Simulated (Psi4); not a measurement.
dichloromethane (CH2Cl2), singlet, at a GFN2-xTB geometry, with bond 4-1 at 2.0 times its length; CAM-B3LYP/6-31G run with Psi4 1.11.

Psi4 was given this input:
```
memory 2 GB

molecule mol {
0 1
C    -0.012779    0.005755    0.780914
Cl    0.025913    1.460084   -0.229918
Cl   -0.018729   -1.463320   -0.209102
H    -1.838590    0.042084    1.967193
H     0.880226   -0.003446    1.403808
}

set {
  basis 6-31g
  reference rks
  scf_type dfdirj+cosx
}

energy('cam-b3lyp')
print_variables()
```

Task: Predict the main parts of the log of this Psi4 run.

Result: 
```
   => Loading Basis Set <=

    Name: 6-31G
    Role: ORBITAL
    Keyword: BASIS

Traceback (most recent call last):
  File "psi4", line 375, in <module>
  File "<string>", line 27, in <module>
  File "site-packages/psi4/driver/driver.py", line 533, in energy
  File "site-packages/psi4/driver/procrouting/proc.py", line 2760, in run_scf
  File "site-packages/psi4/driver/procrouting/proc.py", line 1939, in scf_helper
  File "site-packages/psi4/driver/procrouting/proc.py", line 1433, in scf_wavefunction_factory
  File "site-packages/psi4/driver/procrouting/proc.py", line 1397, in build_functional_and_disp
  File "site-packages/psi4/driver/procrouting/dft/superfunctionals.py", line 135, in build_superfunctional

psi4.driver.p4util.exceptions.ValidationError: SCF: SCF_TYPE (DFDIRJ+COSX) not supported for range-separated functionals, plese use SCF_TYPE = 'DF' to automatically select the correct JK build.

Printing out the relevant lines from the Psithon --> Python processed input file:
    ""","mol")
    core.IO.set_default_namespace("mol")
    core.set_global_option("BASIS", "6-31g")
    core.set_global_option("REFERENCE", "rks")
    core.set_global_option("SCF_TYPE", "dfdirj+cosx")
--> energy('cam-b3lyp')
    print_variables()

!----------------------------------------------------------------------------------!
!                                                                                  !
!  SCF: SCF_TYPE (DFDIRJ+COSX) not supported for range-separated functionals,      !
!     plese use SCF_TYPE = 'DF' to automatically select the correct JK build.      !
!                                                                                  !
!----------------------------------------------------------------------------------!
```

The program refused the input.
